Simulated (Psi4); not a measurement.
Psi4 input (wB97X-D/6-31G*):

```
memory 1500 MB

molecule {
0 2
C    -0.05325798    1.56288294    0.21977705
C    -0.40980896    0.08480291    0.25930687
C    -1.71775829   -0.22871434   -0.44000999
O     0.60725214   -0.69073573   -0.39973606
C     1.75379242   -0.88129556    0.29015315
H     0.91243860    1.74031365    0.69347775
H    -0.80975672    2.14958304    0.74400018
H     0.00078800    1.90948661   -0.81389437
H    -0.45906921   -0.25306841    1.30230955
H    -1.66413917    0.06569161   -1.48955737
H    -1.93516915   -1.29573738   -0.39153000
H    -2.53777583    0.31620600    0.02988877
H     2.48038015   -1.48993304   -0.22602373
H     1.71648291   -0.84271200    1.37385529
symmetry c1
no_reorient
no_com
}

set {
  basis 6-31G*
  reference uks
  scf_type pk
  dft_radial_points 99
  dft_spherical_points 590
  e_convergence 1e-8
  d_convergence 1e-7
  maxiter 150
}

e = energy('wb97x-d')
print_out(f'\nFINAL {e:.10f} DIPOLE {variable("CURRENT DIPOLE")[0]:.6f} {variable("CURRENT DIPOLE")[1]:.6f} {variable("CURRENT DIPOLE")[2]:.6f}\n')
```

Output:

```
   => Loading Basis Set <=

    Name: 6-31G*
    Role: ORBITAL
    Keyword: BASIS
    atoms 1-3, 5 entry C          line   111 file 6-31gs.gbs
    atoms 4      entry O          line   145 file 6-31gs.gbs
    atoms 6-14   entry H          line    44 file 6-31gs.gbs

   => WB97X-D: Empirical Dispersion <=

    Chai and Head-Gordon Dispersion Correction
    Chai, J.-D.; Head-Gordon, M. (2010), J. Chem. Phys., 132: 6615-6620

        s6 =       1.000000

         ---------------------------------------------------------
                                   SCF
               by Justin Turney, Rob Parrish, Andy Simmonett
                          and Daniel G. A. Smith
                              UKS Reference
         ---------------------------------------------------------

  ==> Geometry <==

    Molecular point group: c1
    Full point group: C1

    Geometry (in Angstrom), charge = 0, multiplicity = 2:

       Center              X                  Y                   Z               Mass
    ------------   -----------------  -----------------  -----------------  -----------------
         C           -0.053257980000     1.562882940000     0.219777050000    12.000000000000
         C           -0.409808960000     0.084802910000     0.259306870000    12.000000000000
         C           -1.717758290000    -0.228714340000    -0.440009990000    12.000000000000
         O            0.607252140000    -0.690735730000    -0.399736060000    15.994914619570
         C            1.753792420000    -0.881295560000     0.290153150000    12.000000000000
         H            0.912438600000     1.740313650000     0.693477750000     1.007825032230
         H           -0.809756720000     2.149583040000     0.744000180000     1.007825032230
         H            0.000788000000     1.909486610000    -0.813894370000     1.007825032230
         H           -0.459069210000    -0.253068410000     1.302309550000     1.007825032230
         H           -1.664139170000     0.065691610000    -1.489557370000     1.007825032230
         H           -1.935169150000    -1.295737380000    -0.391530000000     1.007825032230
         H           -2.537775830000     0.316206000000     0.029888770000     1.007825032230
         H            2.480380150000    -1.489933040000    -0.226023730000     1.007825032230
         H            1.716482910000    -0.842712000000     1.373855290000     1.007825032230

  Running in c1 symmetry.

  Rotational constants: A =      0.25929  B =      0.13224  C =      0.09781 [cm^-1]
  Rotational constants: A =   7773.30203  B =   3964.35643  C =   2932.39421 [MHz]
  Nuclear repulsion =  187.837925354717186

  Charge       = 0
  Multiplicity = 2
  Electrons    = 41
  Nalpha       = 21
  Nbeta        = 20

  ==> Algorithm <==
[...]
      64A      1.581679    65A      1.678901    66A      1.793213
      67A      1.818037    68A      1.863137    69A      1.880269
      70A      1.950188    71A      2.043718    72A      2.078720
      73A      2.114273    74A      2.142674    75A      2.185644
      76A      2.218224    77A      2.300739    78A      2.306936
      79A      2.333173    80A      2.350840    81A      2.467524
      82A      2.491630    83A      2.578457    84A      2.646654
      85A      2.685776    86A      2.806267    87A      2.948675
      88A      3.045240    89A      4.007116    90A      4.248178
      91A      4.294476    92A      4.392185    93A      4.632027

    Beta Occupied:

       1A    -19.288040     2A    -10.353511     3A    -10.312930
       4A    -10.286299     5A    -10.285194     6A     -1.142729
       7A     -0.886124     8A     -0.790517     9A     -0.732792
      10A     -0.666582    11A     -0.576260    12A     -0.557241
      13A     -0.531640    14A     -0.499862    15A     -0.475454
      16A     -0.469221    17A     -0.443300    18A     -0.430665
      19A     -0.399568    20A     -0.378947

    Beta Virtual:

      21A      0.067090    22A      0.176111    23A      0.204605
      24A      0.215177    25A      0.235035    26A      0.249116
      27A      0.264835    28A      0.269198    29A      0.275984
      30A      0.278043    31A      0.290371    32A      0.318821
      33A      0.343377    34A      0.374168    35A      0.586064
      36A      0.605476    37A      0.628432    38A      0.637382
      39A      0.650526    40A      0.705097    41A      0.711669
      42A      0.749609    43A      0.774685    44A      0.788142
      45A      0.817304    46A      0.853913    47A      0.930186
      48A      0.969488    49A      0.988272    50A      0.993920
      51A      1.004936    52A      1.010638    53A      1.023861
      54A      1.064967    55A      1.073540    56A      1.080735
      57A      1.123438    58A      1.175459    59A      1.249748
      60A      1.339112    61A      1.470965    62A      1.488737
      63A      1.543121    64A      1.603197    65A      1.688236
      66A      1.800265    67A      1.826549    68A      1.868700
      69A      1.888091    70A      1.968787    71A      2.044615
      72A      2.088831    73A      2.128115    74A      2.161747
      75A      2.194726    76A      2.242090    77A      2.310630
      78A      2.318169    79A      2.334182    80A      2.352377
      81A      2.474280    82A      2.515399    83A      2.583062
      84A      2.651463    85A      2.697406    86A      2.810657
      87A      2.956765    88A      3.050933    89A      4.014736
      90A      4.273088    91A      4.312127    92A      4.392738
      93A      4.632759

    Final Occupation by Irrep:
              A
    DOCC [    20 ]
    SOCC [     1 ]
    NA   [    21 ]
    NB   [    20 ]

  @UKS Final Energy:  -232.92390007157860

   => Energetics <=

    Nuclear Repulsion Energy =            187.8379253547171857
    One-Electron Energy =                -686.5872023121580696
    Two-Electron Energy =                 288.8017448859015417
    DFT Exchange-Correlation Energy =     -22.9701920080827406
    Empirical Dispersion Energy =          -0.0061759919565168
    VV10 Nonlocal Energy =                  0.0000000000000000
    Total Energy =                       -232.9239000715786005

  UHF NO Occupations:
  HONO-2 :   19  A 1.9995594
  HONO-1 :   20  A 1.9990395
  HONO-0 :   21  A 1.0000000
  LUNO+0 :   22  A 0.0009605
  LUNO+1 :   23  A 0.0004406
  LUNO+2 :   24  A 0.0002476
  LUNO+3 :   25  A 0.0001249

Computation Completed

Properties will be evaluated at   0.000000,   0.000000,   0.000000 [a0]

Properties computed using the SCF density matrix

 Multipole Moments:

 ------------------------------------------------------------------------------------
     Multipole            Electronic (a.u.)      Nuclear  (a.u.)        Total (a.u.)
 ------------------------------------------------------------------------------------

 L = 1.  Multiply by 2.5417464519 to convert [e a0] to [Debye]
 Dipole X            :         -0.3235883           -0.0000003           -0.3235886
 Dipole Y            :          0.1952717           -0.0000001            0.1952716
 Dipole Z            :          0.3770773            0.0000001            0.3770774
 Magnitude           :                                                    0.5338801

 ------------------------------------------------------------------------------------

FINAL -232.9239000716 DIPOLE -0.323589 0.195272 0.377077

*** Psi4 exiting successfully. Buy a developer a beer!
```

The geometry given is a B3LYP-D3(BJ)/def2-TZVP minimum.
